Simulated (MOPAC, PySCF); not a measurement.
C8H20Si, SMILES `CC[Si](CC)(CC)CC`, neutral singlet in the gas phase. 

Cartesian coordinates (Å):
```xyz
29

C      0.8736    -2.0476    -1.8530
C     -0.0818    -1.7674    -0.6849
Si     0.0000     0.0000     0.0000
C     -1.1413     0.1426     1.5089
C     -2.6320    -0.0640     1.2075
C     -0.5567     1.2203    -1.3418
C     -0.6322     2.6840    -0.8864
C      1.7798     0.4045     0.5179
C      2.3906    -0.5724     1.5319
H      0.6748    -1.3810    -2.7082
H      1.9252    -1.8923    -1.5609
H      0.7871    -3.0835    -2.2207
H     -1.1236    -1.9690    -0.9922
H      0.1208    -2.4670     0.1461
H     -0.9817     1.1354     1.9670
H     -0.8039    -0.5885     2.2653
H     -3.2545     0.0225     2.1134
H     -3.0047     0.6794     0.4838
H     -2.8239    -1.0595     0.7746
H     -1.5414     0.8897    -1.7188
H      0.1335     1.1265    -2.1994
H      0.3453     3.0489    -0.5308
H     -0.9543     3.3556    -1.6994
H     -1.3457     2.8124    -0.0559
H      1.7940     1.4309     0.9263
H      2.4023     0.4418    -0.3943
H      2.4252    -1.5995     1.1330
H      3.4217    -0.2947     1.8067
H      1.8037    -0.6084     2.4644
```
Charge 0, spin multiplicity 1.

All levels are single points at this geometry (B3LYP-D3(BJ)/def2-SVP); Pople sets use spherical d functions. Orbital energies aren't observables, and empty levels follow the basis.

```csv
level,HOMO (eV),LUMO (eV),gap (eV),dipole (D),"vertical IE, Delta-SCF (eV)"
B3LYP-D3(BJ)/def2-TZVP in PySCF,-7.47,0.61,8.08,0.00,9.21
B3LYP/3-21G in PySCF,-7.29,2.39,9.69,0.00,–
BP86/6-31G* in PySCF,-6.25,1.25,7.50,0.00,–
HF/STO-3G in PySCF,-9.30,13.39,22.69,0.00,–
AM1 in MOPAC,-10.34,1.66,12.00,0.00,–
PM3 in MOPAC,-9.95,0.88,10.83,0.00,–
```
